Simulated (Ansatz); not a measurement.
Consider the redistribution: `[OH][Sn][Cl]` + `N[SiH2]SS` → `[NH2][Sn][OH]` + `SS[SiH2]Cl`.

Isolated molecules relaxed with PBE0-D4/def2-TZVP in Ansatz; ΔE leaves out vibrations. CCSD(T)/CBS is the MP2 limit (def2-TZVPP, def2-QZVPP) plus CCSD(T) − MP2 in def2-TZVPP, frozen cores. Functionals use def2-TZVPP. HSE06 is defined as in plane-wave codes. Elements past krypton have def2 core potentials. For Sn outer-core shells are correlated without core-valence functions, which leaves a few kJ/mol of doubt a bond. Each species was taken in one conformer, which may not be the lowest.

CCSD(T)/CBS gives +0.57 eV.

Q: Another level gave +0.61 eV. Which?
A. HSE06/def2-TZVPP
B. RPA@PBE/def2-TZVPP
C. BHLYP/def2-TZVPP
D. LC-ωPBE/def2-TZVPP

A: A. HSE06 0.61, BHLYP 0.66, RPA@PBE/def2-TZVPP 0.52, LC-ωPBE 0.56 eV.

Largest T1 diagnostic among the species: 0.017.

In def2-TZVPP, CCSD(T) changes the Hartree–Fock value by −0.15 eV (the triples alone add −0.02 eV) and MP2 by −0.16 eV. From BLYP to BHLYP (50 % exact exchange), in def2-TZVPP and without D4, ΔE moves by +0.04 eV. Leaving LDA and LC-ωPBE aside and taking each functional with its dispersion term where it has one, the values, not all of them listed here, spread over 0.08 eV, from revPBE-D4 to BHLYP-D4.
